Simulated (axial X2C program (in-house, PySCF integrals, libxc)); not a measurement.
## Outer orbitals of GaSi⁺ at 2.454 Å, r2SCAN

Computed with an in-house all-electron X2C program for linear molecules (integrals from PySCF). Spin-free means the one-electron spin-free X2C Hamiltonian; two-component (2c) means X2C with spin–orbit coupling and atomic mean-field two-electron Coulomb and Gaunt terms, so the difference of the two also holds small scalar two-electron terms. Basis: Ga dyall-cv3z [9s9p7d4f1g], Si dyall-v3z [8s7p2d1f] (cores contracted in-house); Gaussian nuclei, density fitting, unrestricted open shells. Masses: Ga 68.926 u, Si 27.977 u.

The distance is close to the 2c PBE0 minimum; the highest filled and lowest empty levels are listed.

Spin-free orbitals, state M_S = 1, Λ = 0 (beyond evenly filled blocks: π+α, π-α) (Löwdin shares):

| symmetry | occupied | ε (eV) | atomic character |
| --- | --- | --- | --- |
| σα | yes | -26.97 | 100% Ga d |
| σβ | yes | -26.96 | 99% Ga d |
| π-α | yes | -26.91 | 100% Ga d |
| π+α | yes | -26.91 | 100% Ga d |
| π-β | yes | -26.88 | 100% Ga d |
| π+β | yes | -26.88 | 100% Ga d |
| δ-α | yes | -26.87 | 100% Ga d |
| δ+α | yes | -26.87 | 100% Ga d |
| δ-β | yes | -26.82 | 100% Ga d |
| δ+β | yes | -26.82 | 100% Ga d |
| σα | yes | -18.92 | 55% Si s, 27% Ga s, 9% Ga p |
| σβ | yes | -17.60 | 43% Si s, 40% Ga s, 6% Ga p |
| σα | yes | -15.20 | 48% Ga s, 24% Si s, 17% Si p |
| σβ | yes | -14.38 | 38% Ga s, 34% Si s, 13% Si p |
| π-α | yes | -11.08 | 72% Si p, 22% Ga p, 4% Ga d |
| π+α | yes | -11.08 | 72% Si p, 22% Ga p, 4% Ga d |
| σα | no | -10.58 | 47% Si p, 38% Ga p, 10% Ga s |
| σβ | no | -10.33 | 49% Si p, 39% Ga p, 7% Ga s |
| π-β | no | -8.93 | 51% Si p, 45% Ga p, 2% Ga d |
| π+β | no | -8.93 | 51% Si p, 45% Ga p, 2% Ga d |

Spinors with spin–orbit coupling (state Ω = 1):

| ω | occupied | ε (eV) | atomic character | λ mixture |
| --- | --- | --- | --- | --- |
| -1/2 | yes | -27.19 | 100% Ga d | 54% π, 46% σ |
| 1/2 | yes | -27.17 | 100% Ga d | 51% σ, 49% π |
| -3/2 | yes | -27.12 | 100% Ga d | 79% δ, 21% π |
| 3/2 | yes | -27.10 | 100% Ga d | 72% δ, 28% π |
| -1/2 | yes | -26.79 | 100% Ga d | 54% σ, 46% π |
| 1/2 | yes | -26.77 | 100% Ga d | 51% π, 49% σ |
| 3/2 | yes | -26.74 | 100% Ga d | 72% π, 28% δ |
| -3/2 | yes | -26.72 | 100% Ga d | 79% π, 21% δ |
| 5/2 | yes | -26.71 | 100% Ga d | 100% δ |
| -5/2 | yes | -26.67 | 100% Ga d | 100% δ |
| 1/2 | yes | -18.92 | 55% Si s, 27% Ga s, 9% Ga p | 100% σ |
| -1/2 | yes | -17.60 | 43% Si s, 40% Ga s, 6% Ga p | 100% σ |
| 1/2 | yes | -15.20 | 48% Ga s, 24% Si s, 17% Si p | 100% σ |
| -1/2 | yes | -14.38 | 38% Ga s, 34% Si s, 13% Si p | 100% σ |
| -1/2 | yes | -11.09 | 72% Si p, 22% Ga p, 4% Ga d | 100% π |
| 3/2 | yes | -11.06 | 72% Si p, 22% Ga p, 4% Ga d | 100% π |
| 1/2 | no | -10.58 | 47% Si p, 38% Ga p, 10% Ga s | 100% σ |
| -1/2 | no | -10.33 | 49% Si p, 39% Ga p, 7% Ga s | 100% σ |
| 1/2 | no | -8.96 | 50% Si p, 46% Ga p, 2% Ga d | 100% π |
| -3/2 | no | -8.90 | 52% Si p, 44% Ga p, 2% Ga d | 100% π |

Mulliken charges and populations of the two-component result (they depend on the basis, above all on diffuse functions):

Ga 0.68 e (s 7.74 p 12.52 d 10.05 f 0.01), Si 0.32 e (s 5.89 p 7.73 d 0.05). ⟨Lz⟩ = 0.00 ħ and ⟨Sz⟩ = 1.00 ħ (0.21 and 0.79 on the two atoms), which add up to Ω.

Density functionals use the spin component along the axis (collinear). The state is one determinant with fixed occupations, lowest in a PBE0 search at one distance only: followed along the bond, the spin-free determinant M_S = 1, Λ = 1 reaches 0.29 eV lower at PBE0, so the state shown is not the lowest. With several unpaired electrons one determinant need not be a pure state. Open-shell Ω = 0 determinants with evenly filled partner blocks cannot be reached by this program, so the Ω shown need not be the lowest component. This is the Ω = 1 component of a π² triplet; the 0⁺ component is not one determinant and can lie lowest.
